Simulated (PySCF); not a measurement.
## Removing an electron from `CC[O][GeH2][SiH2][SiH3]`

Compound: C2H12GeOSi2.
Geometry (PBE0-D3(BJ)/def2-SVP, Å), atoms numbered from 1 in this order:
```xyz
18
C2H12GeOSi2 angstrom
C     -2.3865    1.3803   -0.4280
C     -2.0337   -0.0771   -0.2378
O     -0.6358   -0.2149   -0.2437
Ge     0.1464   -1.8238   -0.0789
Si     2.4244   -1.1307   -0.1290
Si     2.3103    1.1804   -0.5155
H     -3.4778    1.5243   -0.4271
H     -1.9519    1.9872    0.3803
H     -1.9847    1.7488   -1.3837
H     -2.4938   -0.6842   -1.0444
H     -2.4610   -0.4479    0.7166
H     -0.3395   -2.4706    1.2394
H     -0.3111   -2.7086   -1.2623
H      3.1680   -1.8402   -1.2166
H      3.0945   -1.4338    1.1744
H      3.6965    1.7392   -0.6134
H      1.5992    1.4458   -1.8000
H      1.6070    1.8482    0.6179
```

Level: B3LYP/def2-SVPD (PySCF). Frontier orbitals with their largest atomic shares (Löwdin; up to four atoms above 4 %):

```json
{"orbital": "HOMO−3", "ε (eV)": "-8.54", "main atoms": "Si5 32 %, Si6 18 %, Ge4 10 %, H15 10 %"}
{"orbital": "HOMO−2", "ε (eV)": "-8.33", "main atoms": "O3 49 %, C2 13 %, C1 10 %, Ge4 7 %"}
{"orbital": "HOMO−1", "ε (eV)": "-7.67", "main atoms": "Si5 31 %, Ge4 22 %, Si6 20 %, H12 6 %"}
{"orbital": "HOMO", "ε (eV)": "-7.46", "main atoms": "?"}
{"orbital": "LUMO", "ε (eV)": "-0.70", "main atoms": "Ge4 32 %, Si5 19 %, Si6 11 %, H12 7 %"}
{"orbital": "LUMO+1", "ε (eV)": "-0.20", "main atoms": "Si5 24 %, Ge4 19 %, Si6 13 %, H13 9 %"}
{"orbital": "LUMO+2", "ε (eV)": "-0.09", "main atoms": "Si5 33 %, Ge4 16 %, Si6 15 %, H15 10 %"}
```

Task: What vertical ionisation energy does ΔSCF give, and how far is −ε(HOMO) from it?

Result: ΔSCF: 9.36 eV (904 kJ/mol; threshold wavelength 132 nm); ⟨S²⟩ of the doublet left behind is 0.755, against 0.75 for a pure doublet. −ε(HOMO) is 7.46 eV, 1.90 eV below it. For the exact functional −ε(HOMO) would equal the first vertical ionisation energy; B3LYP (global hybrid, 20 % exact exchange) falls short of its own ΔSCF value by 20 %. Holes in the HOMO−1 and HOMO−2 were tried too where these lie within 1.2 eV of the HOMO; the lowest converged state counts.

Task: On which atoms does the HOMO lie?

Result: O3 (oxygen bonded to C and Ge) 56 %, C2 (sp3 carbon bound to oxygen) 13 %, Ge4 (germanium bonded to O, Si and 2 H) 7 %, H11 (methylene hydrogen) 6 %, so more than half of it is on one atom. The HOMO−1 lies 0.21 eV lower.

Task: With α = 124.8 au, estimate the like-pair dispersion coefficient by London's formula C6 = (3/4)α²I.

Result: I = 0.3441 Eh, so C6 ≈ 4020 au, a rough estimate.

Task: How many of the 10 lowest singlet excitations (vertical TDDFT, same level) lie below the ionisation energy?

Result: All 10; they run from 5.77 to 7.01 eV.

One conformer (not necessarily the lowest) at the PBE0-D3(BJ)/def2-SVP geometry, without solvent, vibrations or thermal averaging. The calculation is non-relativistic, for germanium too.
